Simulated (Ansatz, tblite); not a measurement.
Species of one formula, Be6O6 (singlet), each relaxed with r2SCAN-D4/def2-SVP in Ansatz.

The xTB rows come from tblite. B3LYP takes the VWN-RPA correlation. Correlated methods freeze 6 core orbitals.

Other spin states weren't relaxed.

A: (BeO)6 prism (Be₆O₆)

```tsv
atom	x (Å)	y (Å)	z (Å)
Be1	-0.027	1.587	-0.467
Be2	0.070	-0.752	-1.472
Be3	1.571	-0.147	0.494
Be4	-0.070	0.752	1.472
Be5	-1.571	0.147	-0.494
Be6	0.027	-1.587	0.467
O7	-0.493	0.698	-1.672
O8	1.285	-1.230	-0.604
O9	1.177	1.371	0.514
O10	-1.285	1.230	0.604
O11	-1.177	-1.371	-0.514
O12	0.493	-0.698	1.672
```

B: (BeO)6 ring (Be6O6)

```xyz
12

Be   -2.278    1.291    0.209
Be   -1.078    1.115   -2.120
Be    1.200   -0.176   -2.329
Be    2.278   -1.291   -0.209
Be    1.078   -1.115    2.120
Be   -1.200    0.176    2.329
O    -2.103    1.508   -1.198
O     0.076    0.588   -2.788
O     2.179   -0.919   -1.591
O     2.103   -1.508    1.197
O    -0.077   -0.588    2.788
O    -2.179    0.919    1.591
```

Question: Estimate which lies lowest at each level, and how far above it the others are (kJ/mol).

Answer: 
| level | A | B |
| --- | --- | --- |
| GFN1-xTB | 229.0 | 0.0 |
| GFN2-xTB | 90.3 | 0.0 |
| HF/STO-3G | 0.0 | 54.9 |
| HF/def2-SVP | 137.2 | 0.0 |
| HF/def2-TZVP | 106.1 | 0.0 |
| PBE-D4/def2-SVP | 2.7 | 0.0 |
| PBE-D4/def2-TZVP | 0.0 | 37.7 |
| BLYP-D4/def2-TZVP | 33.8 | 0.0 |
| r2SCAN-D4/def2-TZVP | 0.0 | 41.5 |
| B3LYP-D4/def2-TZVP | 25.5 | 0.0 |
| PBE0-D4/def2-SVP | 0.0 | 6.0 |
| PBE0-D4/def2-TZVP | 0.0 | 43.5 |
| BHLYP-D4/def2-TZVP | 24.4 | 0.0 |
| MP2/def2-SVP | 74.3 | 0.0 |
| MP2/def2-TZVP | 6.9 | 0.0 |
| CCSD/def2-SVP | 76.7 | 0.0 |
| CCSD(T)/def2-SVP | 65.6 | 0.0 |
Point groups (tolerance 0.1 Å): A D3d, B D6h. From def2-SVP to def2-TZVP the PBE0 values move by up to 37.5 kJ/mol, so results in the small set are rough.
